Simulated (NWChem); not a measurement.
System: InNH2Cl2; SMILES [NH2][In]([Cl])[Cl]

Excerpt of the output:

```
             Northwest Computational Chemistry Package (NWChem) 7.3.0
             --------------------------------------------------------

 CS  symmetry detected

                             Geometry "geometry" -> ""
                             -------------------------

 Output coordinates in angstroms (scale by  1.889725989 to convert to a.u.)

  No.       Tag          Charge          X              Y              Z
 ---- ---------------- ---------- -------------- -------------- --------------
    1 In                  49.0000     0.24931644    -0.03345818     0.00000000
    2 Cl                  17.0000    -0.99019683     0.03391221     2.00392900
    3 Cl                  17.0000    -0.99019683     0.03391221    -2.00392900
    4 N                    7.0000     2.29063854     0.15249772     0.00000000
    5 H                    1.0000     2.70785848    -0.29052400    -0.83038700
    6 H                    1.0000     2.70785848    -0.29052400     0.83038700

 Effective nuclear repulsion energy (a.u.)     569.3260256276

      Symmetry information
      --------------------

 Group name             Cs
 Group number              2
 Group order               2
 No. of unique centers     4

                                 NWChem DFT Module
                                 -----------------

 Summary of "ao basis" -> "ao basis" (spherical)
 ------------------------------------------------------------------------------
       Tag                 Description            Shells   Functions and Types
 ---------------- ------------------------------  ------  ---------------------
 In                         def2-svp                10       26   4s4p2d
 Cl                         def2-svp                 8       18   4s3p1d
 N                          def2-svp                 6       14   3s2p1d
 H                          def2-svp                 3        5   2s1p

      Symmetry analysis of basis
      --------------------------

        a'         51
        a"         35

            General Information
            -------------------
          SCF calculation type: DFT
          Wavefunction type:  closed shell.
          No. of atoms     :     6
          No. of electrons :    64
           Alpha electrons :    32
            Beta electrons :    32
          Charge           :     0
          Spin multiplicity:     1
          Use of symmetry is: on ; symmetry adaption is: on
          Maximum number of iterations: 150
          AO basis - number of functions:    86
                     number of shells:    38
          Convergence on energy requested:  1.00D-06
          Convergence on density requested:  1.00D-05
          Convergence on gradient requested:  5.00D-04

              XC Information
              --------------
                        M06-L Method XC Functional
                         M06-L Exchange Functional  1.000
                       M06-L Correlation Potential  1.000

             Grid Information
             ----------------
          Grid used for XC integration:  fine
          Radial quadrature: Mura-Knowles
          Angular quadrature: Lebedev.
          Tag              B.-S. Rad. Rad. Pts. Rad. Cut. Ang. Pts.
          ---              ---------- --------- --------- ---------
          In                  1.55      141          10.0       974
          Cl                  1.00      123          12.0       770
          N                   0.65       70          10.0       590
          H                   0.35       60          11.0       590
          Grid pruning is: on
          Number of quadrature shells:   394
          Spatial weights used:  Erf1

      Superposition of Atomic Density Guess
      -------------------------------------

 Sum of atomic energies:       -1191.94007990

      Non-variational initial energy
      ------------------------------

 Total energy =   -1163.669583
 1-e energy   =   -2265.103430
 2-e energy   =     807.785004
 HOMO         =      -0.352343
 LUMO         =      -0.079794

      Symmetry analysis of molecular orbitals - initial
      -------------------------------------------------

  Numbering of irreducible representations:

     1 a'          2 a"

  Orbital symmetries:

     1 a'          2 a"          3 a'          4 a'          5 a"
     6 a'          7 a"          8 a'          9 a'         10 a"
    11 a"         12 a'         13 a'         14 a"         15 a'
    16 a'         17 a'         18 a"         19 a'         20 a'
    21 a"         22 a'         23 a"         24 a"         25 a'
    26 a'         27 a"         28 a'         29 a"         30 a"
    31 a'         32 a'         33 a'         34 a'         35 a'
    36 a"         37 a'         38 a"         39 a'         40 a'
    41 a"         42 a'

     ---------------------------------------------
      Total Density - Mulliken Population Analysis
     ---------------------------------------------

[...]

                         DFT ENERGY GRADIENTS

    atom               coordinates                        gradient
                 x          y          z           x          y          z
   1 In      0.471140  -0.063227   0.000000    0.000533  -0.000848   0.000000
   2 Cl     -1.871201   0.064085   3.786877   -0.000773   0.000122   0.001316
   3 Cl     -1.871201   0.064085  -3.786877   -0.000773   0.000122  -0.001316
   4 N       4.328679   0.288179   0.000000   -0.002778   0.006584   0.000000
   5 H       5.117111  -0.549011  -1.569204    0.001896  -0.002991  -0.007212
   6 H       5.117111  -0.549011   1.569204    0.001896  -0.002991   0.007212
```

Level: M06-L/def2-SVP with def2 effective core potentials on In. Coordinates come from a PBE-D3(BJ)/def2-SVP optimisation. def2 effective core potentials on In; no spin-orbit coupling.

Question: Write an input that gives this output.

Answer: This is not unique; one that fits is the input that was run:
```
start job
memory heap 200 mb stack 900 mb global 1100 mb
geometry units angstroms noautoz
  In     0.243525    -0.038795     0.000000
  Cl    -0.995484     0.037288    -2.003929
  Cl    -0.995484     0.037288     2.003929
  N      2.286104     0.132805     0.000000
  H      2.700199    -0.313139     0.830387
  H      2.700199    -0.313139    -0.830387
end
basis spherical
  * library def2-svp
end
ecp
  In library def2-ecp
end
dft
  xc m06-l
  grid fine
  iterations 150
  mulliken
end
task dft gradient
```
